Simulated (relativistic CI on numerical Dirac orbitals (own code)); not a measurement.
# Hyperfine structure of Se²⁵⁺, mass number 79

Calculated at this level of theory: Dirac-Coulomb-Breit CI, orbitals from a KLI potential per configuration, QED by a radiative potential, unscaled Slater integrals (own radial code, finite nucleus).

Configuration list (outside the closed core 1s2): 2s²2p⁵, 2s2p⁶, 2p⁶3s, 2p⁶3p, 2p⁶3d, 2s²2p⁴3s, 2s²2p⁴3p, 2s²2p⁴3d, 2s2p⁵3s, 2s2p⁵3p, 2s2p⁵3d, 2s²2p⁴4s, 2s²2p⁴4p, 2s²2p⁴4d, 2s²2p⁴4f, 2s2p⁵4s. Levels of other configurations are missing.

Nuclear spin I = 7/2, μ = -1.018 μN, Q = 0.8 b (tables of Stone and Pyykkö). The electronic factors are computed for point nuclear moments, without core polarisation or the Bohr-Weisskopf and QED corrections.

```
         Level   E (eV)  A (GHz)  B (GHz)
 2s²2p⁵ ²P°3/2     0.00   -18.78    -94.2
 2s²2p⁵ ²P°1/2    42.85   -101.7         
   2s2p⁶ ²S1/2   212.26   -330.5         
2s²2p⁴3s ⁴P5/2  1499.48   -31.61       47
2s²2p⁴3s ²P3/2  1504.23    -4.57       17
2s²2p⁴3s ⁴P3/2  1540.16   -25.38    -46.7
2s²2p⁴3s ²P1/2  1543.92    28.45         
2s²2p⁴3s ²D5/2  1553.06   -49.85     -144
```

Levels with J = 0, under 50 % of one LS term, or S terms without an open s electron are left out. Small factors come from cancelling terms and can be off by tens of per cent or more.

At this charge energies of transitions that change n are usually good to better than 1 %, and those within a shell (Δn = 0) to a few per cent.

Question: Give the hyperfine levels of 2s²2p⁵ ²P°1/2 relative to its centre of gravity.

Answer: With K = F(F + 1) − I(I + 1) − J(J + 1), E = AK/2: F = 3: 228.9, F = 4: -178 GHz.

LS names give the leading component of a level, which can be under half, so a name can repeat, a term be missing and a line seem to break the LS rules.
